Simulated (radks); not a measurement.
Results of a calculation; reference values are marked as such.
Q: Te XVIII, 35 electrons, occupied as [Ar] 3d10 4s2 4p5. Level of theory: non-relativistic Kohn-Sham, LDA (Slater exchange, Perdew-Wang correlation), spin-unpolarised, spherical densities, point nucleus; relativity is left out, which matters for an element this heavy (a radial shooting solver on a logarithmic mesh with Libxc functionals). Some entries of the table are withheld. Estimate them.

| orbital | occ. | eigenvalue (eV) | r(max) (bohr) | <1/r> (bohr^-1) |
|---|---|---|---|---|
| 1s | 2 | (1) | 0.01938 | 51.43 |
| 2s | 2 | -4982.606 | 0.1071 | (2) |
| 2p | 6 | (3) | 0.08371 | 11.81 |
| 3s | 2 | -1319.166 | 0.3047 | 4.317 |
| 3p | 6 | -1203.643 | 0.2908 | 4.248 |
| 3d | 10 | -989.9641 | 0.2361 | 4.124 |
| 4s | 2 | -520.6989 | 0.6922 | 1.937 |
| 4p | 5 | (4) | 0.7018 | 1.872 |

A: 
(1) 1s eigenvalue (eV): -30802.36
(2) 2s <1/r> (bohr^-1): 11.79
(3) 2p eigenvalue (eV): -4705.752
(4) 4p eigenvalue (eV): -477.1327
